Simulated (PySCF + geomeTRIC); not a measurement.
Species: C₄H₇NSi, SMILES `N[SiH]1C=CC=C1` (charge 0, multiplicity 1).

Q: Give a relaxed geometry from PBE-D3(BJ)/def2-TZVP run with PySCF + geomeTRIC.

A: This is not unique; one that fits is the end point of this relaxation, one of several conformers (outside a Z-matrix the atoms follow the SMILES, hydrogens last).
Bonded distances (Å): N1–Si2 1.737, N1–H7 1.017, N1–H8 1.017, Si2–C3 1.873, Si2–C6 1.873, Si2–H9 1.507, C3–C4 1.353, C3–H10 1.090, C4–C5 1.483, C4–H11 1.095, C5–C6 1.353, C5–H12 1.095, C6–H13 1.090. Angles (°): Si2–N1–H7 118.2, Si2–N1–H8 118.2, H7–N1–H8 109.7, N1–Si2–C3 113.5, N1–Si2–C6 113.4, N1–Si2–H9 115.0, C3–Si2–C6 93.1, C3–Si2–H9 109.9, C6–Si2–H9 109.9, Si2–C3–C4 106.2, Si2–C3–H10 131.6, C4–C3–H10 122.2, C3–C4–C5 117.2, C3–C4–H11 123.5, C5–C4–H11 119.3, C4–C5–C6 117.2, C4–C5–H12 119.3, C6–C5–H12 123.5, Si2–C6–C5 106.2, Si2–C6–H13 131.6, C5–C6–H13 122.2.
